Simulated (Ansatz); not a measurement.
# A ladder of methods for SnH4 (SMILES [H][Sn]([H])([H])[H])

The species is SnH4 (5 atoms), meant as a singlet with charge 0. SMILES: `[H][Sn]([H])([H])[H]`. Geometry: a GFN2-xTB relaxation, a rough one for these elements and not checked as a minimum.

```xyz
5

Sn   -0.0010   -0.0002   -0.0005
H     0.0120   -0.0185    1.6382
H     1.5407    0.0108   -0.5549
H    -0.7797    1.3421   -0.5271
H    -0.7720   -1.3341   -0.5557
```

Each level gives the energy change with the Sn1–H2 bond stretched from 1.639 to 3.278 Å (eV). The values are calculated.

```json
{"level": "r2SCAN/STO-3G (restricted)", "kind": "meta-GGA", "program": "Ansatz", "value (eV)": "5.72", "less FCI/STO-3G": "+1.40"}
{"level": "BHLYP/STO-3G (restricted)", "kind": "global hybrid", "program": "Ansatz", "value (eV)": "6.52", "less FCI/STO-3G": "+2.20"}
{"level": "PBE0/STO-3G (restricted)", "kind": "global hybrid", "program": "Ansatz", "value (eV)": "5.98", "less FCI/STO-3G": "+1.66"}
{"level": "r2SCAN0/STO-3G (restricted)", "kind": "hybrid meta-GGA", "program": "Ansatz", "value (eV)": "6.20", "less FCI/STO-3G": "+1.88"}
{"level": "wB97M-V/STO-3G (restricted)", "kind": "range-separated hybrid", "program": "Ansatz", "value (eV)": "6.35", "less FCI/STO-3G": "+2.03"}
{"level": "wB97X/STO-3G (restricted)", "kind": "range-separated hybrid", "program": "Ansatz", "value (eV)": "6.53", "less FCI/STO-3G": "+2.21"}
{"level": "MP2/STO-3G (restricted)", "kind": "perturbation theory", "program": "Ansatz", "value (eV)": "5.89", "less FCI/STO-3G": "+1.57"}
{"level": "CCSDT/STO-3G (restricted)", "kind": "coupled cluster or CI", "program": "Ansatz", "value (eV)": "4.32", "less FCI/STO-3G": "0.00"}
{"level": "FCI/STO-3G", "kind": "exact in the basis", "program": "Ansatz", "value (eV)": "4.32", "less FCI/STO-3G": "0.00"}
```

FCI/STO-3G is exact within its basis and frozen core, so for wave-function methods in that basis the difference is their error; functionals converge differently with the basis, so for them it is only a difference. All-electron rows without a relativistic Hamiltonian named are non-relativistic. The first shape isn't each level's own minimum. The values span 4.32 to 6.53 eV. All rows use very small basis sets, so even the best lies far from the true value. In the correlated wave-function rows the outer d shell of Sn is correlated, in sets not made for it.
